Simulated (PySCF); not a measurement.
**Electron correlation in F⁺ (fluorine, charge +1)**

[He] 2s2 2p4, high-spin 3P determinant. Computed with PySCF 2.14 in x2c-TZVPall (5s3p2d1f, 31 functions), with the spin-free X2C one-electron Hamiltonian (Gaussian nucleus). Frozen: 1s2; 6 electrons correlated.

MP2 pair energies summed by pair of shells (mhartree):

```
 pair  energy  share (%)
2p-2p  -66.48       47.2
2s-2p  -64.69       45.9
2s-2s   -9.71        6.9
```

Total MP2 correlation energy: -140.88 mhartree.

Same-spin part -34.11 and opposite-spin part -106.77 mhartree; SCS-MP2 scales them by 1/3 and 6/5 to -139.50 mhartree.

| level | correlation energy (mhartree) |
| --- | --- |
| CCSD | -156.64 |
| (T) | -1.90 |
| CCSD(T) | -158.54 |

Diagnostics: T1 = 0.0041, D1 = 0.0077, largest double amplitude 0.028.

Cost of the coupled-cluster step: 0.31 s of wall time on 1 thread of Neoverse-V2 (shared host), for 6 correlated electrons.
